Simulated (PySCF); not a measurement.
BrHSZn, SMILES [SH][Zn][Br]. Geometry optimised at PBE0-D3(BJ)/def2-SVP. One conformer was computed; it need not be the lowest.

Computed with PBE0-D3(BJ)/def2-SVP in PySCF 2.14.0.

Harmonic wavenumbers (cm⁻¹): 82, 87, 264, 441, 638, 2703. Rotational constants (GHz): 281.9, 1.028, 1.024; symmetry number 1.

Work out the zero-point energy and the ideal-gas rigid-rotor harmonic-oscillator thermochemistry at 298.15 K and 1 atm.

ZPE = ½ Σ hcν = ½ × 4215 cm⁻¹ = 25.21 kJ/mol. H − E(el) = 41.45 kJ/mol. Entropy in J/(mol K): translation 173.40, rotation 102.50, vibration 43.52, total 319.41. G − E(el) = -53.78 kJ/mol. Cp = 66.70 J/(mol K). Modes under 150 cm⁻¹ make the vibrational entropy uncertain.
